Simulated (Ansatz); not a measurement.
Geometry optimisation, Ansatz 0.2.0, RKS PBE0/def2-SVP.

input.yaml

```yaml
crystal:
  periodic: [false, false, false]
  atoms:
    - { symbol: O, position_ang: [-1.471, -0.9111, 1.2367] }
    - { symbol: C, position_ang: [-0.5616, -0.4072, 0.3348] }
    - { symbol: C, position_ang: [-0.1964, -0.756, -0.8936] }
    - { symbol: F, position_ang: [-0.4562, -1.7035, -1.7698] }
    - { symbol: Ga, position_ang: [1.1849, 0.3159, -1.46] }
    - { symbol: C, position_ang: [0.4547, 0.7044, 0.3529] }
    - { symbol: F, position_ang: [-0.1522, 1.9091, 0.5232] }
    - { symbol: H, position_ang: [-1.5982, -0.4017, 2.1187] }
    - { symbol: H, position_ang: [1.715, 0.6683, -1.6608] }
    - { symbol: H, position_ang: [-1.02647, -0.98087, -0.22389] }
basis:
  gaussian: { orbitals: def2-SVP }
hamiltonian:
  xc: pbe0
relax:
  f_tol: 0.02
  max_steps: 50
```

Launched with:

```bash
$ ansatz run input.yaml --threads 4 --pin off --max-ram 5120MiB --backend cpu --events-out ev --progress --plain --runs-dir out
```

Task: Where does it end, and by what steps?

Result: It converged. After 17 steps the energy has fallen by 40.956 eV; H10 moved furthest, 1.41 Å. The start is strongly strained (largest force component 120 eV/Å), so its close contacts needn't be bonds. Parted: C2–H10.

```tsv
step	energy less start (eV)	largest force component (eV/Å)	accepted
0	0.0000	120.042	yes
1	-25.8069	22.576	yes
2	-31.6992	11.778	yes
3	-35.5024	4.489	yes
4	-37.5681	3.083	yes
5	-38.6685	2.117	yes
6	-39.4612	1.862	yes
7	-40.1027	1.507	yes
8	-40.5780	0.929	yes
9	-40.8174	0.605	yes
10	-40.8718	0.849	yes
11	-40.9415	0.436	yes
12	-40.9500	0.124	yes
13	-40.9541	0.093	yes
14	-40.9554	0.072	yes
15	-40.8958	0.973	no
16	-40.9561	0.028	yes
17	-40.9561	0.020	yes
```

```xyz
10
Properties=species:S:1:pos:R:3
O -1.492 -0.750 1.260
C -0.633 -0.288 0.351
C -0.497 -0.923 -0.998
F -0.074 -2.239 -0.920
Ga 0.936 0.478 -1.320
C 0.228 0.770 0.454
F 0.240 1.539 1.551
H -1.396 -0.222 2.067
H 2.017 0.980 -2.314
H -1.437 -0.909 -1.574
```

Run time: 94 s on 4 threads of Arm Neoverse N1 (shared host), peak memory 0.37 GiB.
